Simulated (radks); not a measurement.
Results of a calculation; reference values are marked as such.
Ionisation of the tungsten ion W+, [Xe] 4f14 5d4 6s1, to [Xe] 4f14 5d4 as the strength of local exchange is varied. Code: a radial shooting solver on a logarithmic mesh with Libxc functionals. Model: Dirac Kohn-Sham, Slater X-alpha exchange (alpha = 2/3 is LDA exchange), no correlation, spin-unpolarised, spherical densities, point nucleus; open shells fill j = l - 1/2 first.

alpha  E(W+) (hartree)  exchange (hartree)  IE (eV)  -e of the level emptied (eV)  <r> of it (bohr)
0.667      -16148.7126           -307.8421   14.831                11.312 (6s1/2)             2.997
0.728      -16176.8925           -336.6253   15.267                11.733 (6s1/2)             2.962
0.749      -16186.6060           -346.5586   15.419                11.879 (6s1/2)             2.949
0.875      -16245.0179           -406.4188   16.344                12.780 (6s1/2)             2.878
0.976      -16292.0024           -454.7241   17.105                13.526 (6s1/2)             2.823
0.994      -16300.3910           -463.3631   17.242                13.661 (6s1/2)             2.813
1.036      -16319.9821           -483.5559   17.564                13.979 (6s1/2)             2.791
1.044      -16323.7166           -487.4077   17.626                14.040 (6s1/2)             2.786

NIST Atomic Spectra Database: 16.4 +/- 0.15 eV (semi-empirical). The Delta-SCF value meets it near alpha = 0.88. Spin polarisation and multiplet splitting are left out, so open shells lie too high by an amount that depends on their filling.

Beside tabulated values, note that spin-unpolarised runs miss the spin-polarisation part of the exchange energy of open shells.
